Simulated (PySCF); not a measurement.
**Ionisation energy of Yb⁶⁸⁺ by level of theory**

Yb⁶⁸⁺ 1s2 → Yb⁶⁹⁺ 1s1 [1s1/2^1, M_J = 1/2], as a difference of total energies. All numbers are calculated (PySCF 2.14, the two-component X2C-1e Hamiltonian, in an uncontracted even-tempered set (15 s from 220 bohr⁻², ratio 2.4; 11 p from 280 bohr⁻², ratio 2.4; 3 d from 870 bohr⁻², ratio 2.6; 3 f from 1300 bohr⁻², ratio 2.6)). Correlated levels: nothing frozen; the 30 highest virtual spinors dropped. "Screened" scales the spin-orbit matrix elements by Boettger's factors to mimic the two-electron term; Breit and QED terms are absent.

```tsv
method	ionisation energy (eV)	difference from reference (eV)
GHF (screened spin-orbit)	70287.6	+164.6
GMP2 (screened spin-orbit)	70289.5	+166.5
GHF (bare spin-orbit)	70287.6	+164.6
GMP2 (bare spin-orbit)	70289.5	+166.5
```

Reference: 70123.04 ± 0.14 eV (theoretical estimate listed by NIST; NIST Atomic Spectra Database, ionization energies).

For this ion Breit and QED terms and the two-electron picture change, all absent here, outweigh the correlation shift from GHF to GMP2.
